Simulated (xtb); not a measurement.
xtb input:

```bash
xtb mol.xyz --gfn 2 --sp --chrg -1 --uhf 0
```
mol.xyz:
```
3

Ga     0.06898587     0.01230400     0.02072653
H     -0.86655961    -1.41500440    -0.26921292
H     -1.27200235     1.03358047    -0.37330959
```

Task: Which total energy does the run end on?

Result: -2.36131 Eh (GFN2-xTB).
